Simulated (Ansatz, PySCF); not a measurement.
This triplet lies 0.19 eV above the relaxed singlet at the level composite: frozen-core CCSD(T) with HF/cc-pVQZ and the correlation energy extrapolated as X^-3 from cc-pVTZ and cc-pVQZ, plus CCSDT(Q) minus CCSD(T) in cc-pVDZ // PBE0-D3(BJ)/def2-TZVP (Ansatz, a quantum-chemistry and plane-wave program); other levels give the other order.

Cartesian coordinates (Å):
```xyz
5

Al    -0.8596     0.0080    -0.0159
Si     1.4320    -0.5967    -0.3039
H     -1.9548    -0.9761    -0.5949
H     -1.2185     1.3569     0.7384
H      2.6009     0.2079     0.1763
```
Charge 0, spin multiplicity 3.

**Question.** What is the computed total energy, highest occupied spin orbital and dipole moment (PBE0-D3(BJ)/def2-TZVP (PySCF))?

**Answer.** 
total energy: -533.4029 Ha
highest occupied spin orbital: -6.16 eV
dipole moment: 0.030 e·Å
